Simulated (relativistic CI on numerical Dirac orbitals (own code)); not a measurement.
## d1 to d9 in one octahedral field

Computed with a parametric ligand-field model without spin-orbit coupling, by exact diagonalisation: B = 570, C = 2400, 10Dq = 15100 cm⁻¹ (Oh; |10Dq|/B = 26.5) for every shell. Energies in cm⁻¹; the field energy is (0.6 n_e − 0.4 n_t2) × 10Dq of the ground term; g labels are left out.

```tsv
Shell	Ground term	Electrons in e	Field energy	First spin-allowed bands	Lowest term of other spin
d1	2T2	0.000	-6040	2E 15100	
d2	3T1	0.026	-11682	3T2 13953, 3T1 21355	1T2 8519
d3	4A2	0.000	-18120	4T2 15100, 4T1 20880	2E 11425
d4	3T1	0.040	-23560	3E 13073, 3T1 13692	5E 603
d5	6A1	2.000	0	none	2T2 545
d6	1A1	0.051	-35473	1T1 13625, 1T2 20732	3T1 8425
d7	2E	1.038	-26599	2T1 13494, 2T2 13990	4T1 3550
d8	3A2	2.000	-18120	3T2 15100, 3T1 20880	1E 9234
d9	2E	3.000	-9060	2T2 15100
```

Low spin: d4, d6, d7; the other shells keep the spin of the free ion. Only d4 to d7 can choose; the field needed to pair spins is smallest for d6 and largest for d5, which loses most exchange energy. In the strong-field picture 10Dq must exceed about 6B + 5C = 15420 (d4), 7.5B + 5C = 16275 (d5), 2.5B + 4C = 11025 (d6) and 4B + 4C = 11880 (d7); mixing of terms shifts these bounds somewhat.
